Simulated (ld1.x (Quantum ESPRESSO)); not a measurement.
## caesium (Cs), TM: configuration errors across variants

- Element: Cs
- Generator: ld1.x (Quantum ESPRESSO) 7.5
- Type: norm-conserving Troullier–Martins (Kleinman–Bylander form)
- Functional: BLYP
- Relativity: fully relativistic
- Frozen core: [Kr] 4d10
- Valence charge: 9
- Reference configuration: 5s2 5p6 5d0 6s1 6p0
- Partial waves: 5s (bound): rc 2.50 bohr; 5p (bound): rc 3.10 bohr; 5d (bound, empty): rc 4.20 bohr
- Local potential: all-electron potential smoothed inside 3.80 bohr (lloc = -1)
- Core correction: none

Open shells are filled in proportion to 2j + 1 (rel_dist='average').

Occupied shells without a wave of their own: 6s. They enter only through the test configuration that unscreens the potential.

All-electron excitation energies from the reference (eV): (1) 5s2 5p6 5d0 6s0 6p0 3.882; (2) 5s2 5p6 5d0 6s0.5 6p0 1.461; (3) 5s2 5p6 5d0 6s0 6p1 1.458; (4) 5s2 5p6 5d1 6s0 6p0 1.721; (5) 5s2 5p5 5d0 6s1 6p0 17.663; (6) 5s2 5p6 5d0.5 6s0.5 6p0 0.862; (7) 5s1 5p6 5d0 6s1 6p0 31.442.

On the changes marked as counting shells twice: ld1.x takes every shell without a wave as core, so the model core holds the marked electrons as well and exchange and correlation see them twice. This cancels in the reference configuration, but the file is broken for other ones, and its errors say nothing about a proper core correction.

3 further variants failed, have other tests or another functional or relativity, and are left out.

Errors AE − PS in meV (a dash: test not solved or not reliable):

| change | (1) | (2) | (3) | (4) | (5) | (6) | (7) | bound ghosts |
| --- | --- | --- | --- | --- | --- | --- | --- | --- |
| base | -45 | -15 | -46 | -22 | +48 | -11 | +56 | none |
| wave 5s (bound): rc 2.50 bohr becomes 5s (bound): rc 2.10 bohr | +0.4 | +2.7 | -14 | +6.6 | +46 | +3.3 | +105 | none |
| core correction a·sin(br)/r model core inside 1.36 bohr (6s counted twice) | -156 | -38 | -68 | -34 | +19 | -14 | +24 | none |
| wave 5d (bound): rc 4.20 bohr becomes 5d (bound): rc 4.92 bohr | -45 | -15 | -46 | -21 | +48 | -11 | +56 | none |
| wave 5p (bound): rc 3.10 bohr becomes 5p (bound): rc 2.86 bohr | -45 | -15 | -48 | -22 | +53 | -11 | +45 | none |
| local potential all-electron potential smoothed inside 2.46 bohr (lloc = -1) | -93 | -36 | -54 | -55 | +38 | -27 | +59 | none |

(1) Give the same row for: type RRKJ; local potential the s channel.

Results:

(1) –, –, –, –, –, –, –; bound ghosts: not determined. Not counted: all (the test run did not reproduce the reference configuration, from which every error is measured).
